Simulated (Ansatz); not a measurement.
## Ansatz (development build ahead of 0.2.0) run

```yaml
crystal:
  periodic: [false, false, false]
  atoms:
    - { symbol: Ce, position_ang: [0.0, 0.0, 0.0] }
    - { symbol: O, position_ang: [0.0, 0.0, 1.78] }
basis:
  gaussian: { orbitals: def2-SVP }
total_charge: 1
magnetization:
  spin_polarized: true
  initial_magnetization: 1
hamiltonian:
  xc: hf
scf:
  omitted_lower_state_checks: [starts, atomic_configurations, cluster_reference, orbital_swaps, given_window_search, neighbouring_geometries, increment]
```

The input is written out in the form of the current development build from the run's settings. The basis set brings a core potential for Ce, so the total leaves out those core electrons.

The run gave:

```yaml
Converged: yes
Total_energy: -548.24081 hartree
Spin_squared_of_the_determinant: 0.751
Stability_test: minimum
```

Caution: other spin multiplicities were not run; no wide search was run, a lower solution can exist.
